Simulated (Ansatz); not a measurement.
The cluster Li₃Si₆, relaxed as a doublet with UKS PBE0-D4/def2-SVP in Ansatz, starting from the GFN1-xTB geometry. Force threshold 0.02 eV/Å.

Another isomer (doublet) lies 0.39 eV lower at PBE0-D4/def2-TZVP; other spin states weren't run for this one.

Start:

```xyz
9

Li   -1.374    0.008   -2.388
Li   -2.082   -0.974   -0.253
Li   -0.303   -2.086   -1.467
Si   -0.369    1.128    2.049
Si    1.004    0.075   -1.474
Si    0.413   -0.888    0.783
Si   -0.785    1.288   -0.263
Si    1.800    0.179    2.567
Si    1.694    1.270    0.446
```

```tsv
step	energy (eV)	largest force component (eV/Å)	SCF passes
1	-47843.3239	1.118	33
2	-47843.9169	0.403	33
3	-47844.0484	0.101	28
4	-47844.0587	0.071	31
5	-47844.0707	0.538	30
6	-47844.0750	0.327	29
7	-47844.1073	0.221	29
8 (rejected)	-47844.0647	0.147	30
9	-47844.1090	0.538	29
10	-47844.1302	0.179	29
11	-47844.1349	0.167	31
13	-47844.1719	0.186	29
15	-47844.1836	0.088	30
17 (rejected)	-47844.1888	0.480	32
19	-47844.2020	0.077	32
21	-47844.2185	0.180	30
23	-47844.2451	0.207	27
25	-47844.2732	0.210	27
27	-47844.3111	0.265	30
29	-47844.3285	0.056	29
31	-47844.3304	0.028	28
33 (rejected)	-47844.3180	0.480	27
35	-47844.3315	0.044	21
37	-47844.3320	0.018	29
39 (rejected)	-47844.3313	0.132	28
40	-47844.3324	0.019	28
```

Force components are those of the run's own axes.

End:

Cartesian coordinates in Å:
```
Li -0.885 0.295 -2.966
Li -2.806 0.340 1.065
Li -0.065 -2.205 -1.316
Si -0.568 0.181 1.949
Si 1.213 0.347 -1.623
Si 1.141 -1.006 0.457
Si -0.919 0.352 -0.469
Si 1.761 0.204 2.415
Si 1.128 1.492 0.488
```

Bonds lost: Li1–Li2, Li2–Li3, Li2–Si6 (atoms count from 1). Bonds formed: Li2–Si4, Li3–Si7 (atoms count from 1). Metal–metal contacts that move far: Li1–Li3 2.53 to 3.11 Å.

The force fell under the threshold at step 37, but the optimiser went on. No frequencies were taken in this run, so the end may be a saddle point.

Run time 81 s (4 threads of AMD EPYC 9R45 on a shared host).
